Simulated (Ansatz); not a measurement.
Two isomers of CH8O4Si2: A = `CO[SiH](O)O[SiH2]O`, B = `C[SiH](O)O[SiH](O)O`.

Isolated molecules relaxed with PBE0-D4/def2-TZVP in Ansatz; ΔE leaves out vibrations. CBS: MP2 limit from def2 TZ/QZ plus the TZ coupled-cluster correction, frozen cores. Functionals use def2-TZVPP. B3LYP here is the variant with VWN-RPA as its local correlation; programs differ in this. Each species was taken in one conformer, which may not be the lowest.

Task: Which is lower in electronic energy at CCSD(T)/CBS, and by how much? (Estimate.)

Result: The calculation gave: B, by 26.5 kcal/mol.

Task: Give E(B) − E(A) in kcal/mol with CCSD(T)/def2-TZVPP, HF/def2-TZVPP, PBE0-D4, MP2/def2-TZVPP, CCSD/def2-TZVPP, B3LYP, r2SCAN-D4. (Best estimate.)

Result: Computed: CCSD(T)/def2-TZVPP -25.8, HF/def2-TZVPP -22.7, PBE0-D4 -26.6, MP2/def2-TZVPP -27.2, CCSD/def2-TZVPP -25.6, B3LYP -24.7, r2SCAN-D4 -27.0. None reverses the order clearly.

Largest T1 diagnostic: 0.012.

In def2-TZVPP, CCSD(T) changes the Hartree–Fock value by −3.0 kcal/mol (the triples alone add −0.2 kcal/mol) and MP2 by −4.5 kcal/mol.
